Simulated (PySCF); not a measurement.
## A small calculation by hand: dipole moment from atomic charges

In(Br)(OH)(OMe) (CH₄BrInO₂), SMILES C[O][In]([OH])[Br]. Atoms are numbered in the order given.

```xyz
9

In     0.2319     0.3924     0.0000
Br    -0.3504    -2.0036     0.0000
O      2.1338     0.9741     0.0000
H      2.7314     0.2162     0.0000
O     -1.2404     1.7196     0.0000
C     -1.0113     3.1015     0.0000
H     -0.4594     3.4546    -0.8919
H     -1.9904     3.6115     0.0000
H     -0.4594     3.4546     0.8919
```

Geometry: PBE0-D3(BJ)/def2-SVP. The structure was generated by enumeration; whether it is a known compound was not checked. The def2 effective core potentials stand for the cores of In; spin–orbit coupling is left out. One conformer was computed; it need not be the lowest.

Charges (e) from PBE/def2-TZVP in PySCF:

| atom | ESP fit | Mulliken |
|---|---|---|
| In1 | 0.804 | 0.849 |
| Br2 | -0.265 | -0.318 |
| O3 | -0.623 | -0.577 |
| H4 | 0.328 | 0.309 |
| O5 | -0.443 | -0.406 |
| C6 | 0.070 | -0.209 |
| H7 | 0.046 | 0.113 |
| H8 | 0.037 | 0.126 |
| H9 | 0.046 | 0.113 |

The dipole moment of the full density is 1.14 D.

### Question
What dipole moment does each set of point charges give, and which comes closer to that of the density?

### Answer

μ = Σ q r, and 1 e Å = 4.8032 D.
ESP fit: Σ q r = (0.209, 0.217, 0.000) e Å, |μ| = 1.45 D.
Mulliken: Σ q r = (0.281, 0.364, 0.000) e Å, |μ| = 2.21 D.
ESP fit comes closer in size. Point charges leave out the atoms' own dipoles (lone pairs, polarised bonds); fits to the potential absorb them, partitions of the density don't.
